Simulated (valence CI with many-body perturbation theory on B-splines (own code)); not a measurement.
The numbers below are computed, except where a source is named.
Ge XXVIII in three bases

Method: relativistic CI+MBPT: three valence electrons over a frozen Dirac-Fock core [He], radial functions for each j: 9 s, 9 p, 8 d, 6 f, 3 g, 1 h, with the one-electron correlation potential Σ1, the two-electron term Σ2, the three-electron term Σ3, Breit, model QED; selected CI, second order for the rest, scaled by the run's own slope (own B-spline code, finite nucleus).

The last digits are not significant, and no measured levels were compared; by estimate large intervals hold to a few tenths of a per cent, small ones and those within an open d or f shell to about a per cent.

The reference run has the lowest level 2s2 2p 2P°_1/2 and an ionisation energy of 2882.58 eV. Its largest variational space holds 10686 state functions.

Names give the largest LS component (configuration and term), which can be under half, so a name can repeat, a term be missing and a line seem to break the LS rules; names also repeat where a configuration has a term twice.

Changed runs:
A. basis 6 s, 6 p, 5 d, 3 f, 1 g
B. basis 5 s, 5 p, 4 d, 2 f

Excitation energies of the reference run in cm⁻¹, and shifts in cm⁻¹:

```tsv
Level	Reference	A	B
2s2 2p 2P°_3/2	294466	-3.7	-13
2s 2p2 4P_1/2	572860	-116	-339
2s 2p2 4P_3/2	740755	-152	-449
2s 2p2 4P_5/2	845775	-94	-300
2s 2p2 2D_3/2	1100980	+122	+383
2s 2p2 2P_1/2	1196620	+134	+460
2s 2p2 2D_5/2	1209250	+70	+214
2s 2p2 2S_1/2	1511470	+165	+553
2s 2p2 2P_3/2	1523550	+138	+465
2p3 4S°_3/2	1805490	-32	-91
2p3 2D°_3/2	2034870	+49	+154
2p3 2D°_5/2	2108570	+124	+347
Ionisation energy (eV)	2882.58	-0.017	-0.06
```
